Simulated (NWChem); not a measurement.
Si2H4, singlet; SMILES [SiH][SiH3]

```xyz
6

Si     0.0477     1.3446     0.3997
H      1.2365     1.3339    -0.5584
Si    -0.0723    -1.0182     0.1270
H      1.2486    -1.6919     0.2859
H     -0.5236    -1.2188    -1.2855
H     -1.0526    -1.7025     1.0138
```
Atoms are numbered in this order, from 1.

Computed with NWChem. Low-valent species are run as closed-shell singlets; no triplet was tried in these runs. Geometry: optimised at PBE0-D3(BJ)/def2-TZVP. GIAO values for the isolated, static molecule; σ is the absolute isotropic shielding.

```csv
level,basis functions,σ Si1 (ppm),σ H2 (ppm),σ Si3 (ppm),σ H4 (rotor mean) (ppm),relative time
PBE/cc-pVDZ,56,-655.3,10.41,464.3,26.93,2
PBE/cc-pVTZ,124,-732.0,10.84,415.5,27.00,8
PBE/pcSseg-1,68,-819.5,10.87,408.4,26.87,1
PBE/pcSseg-2,142,-788.3,10.81,402.5,26.86,6
```

Times are rough ratios from one shared machine.
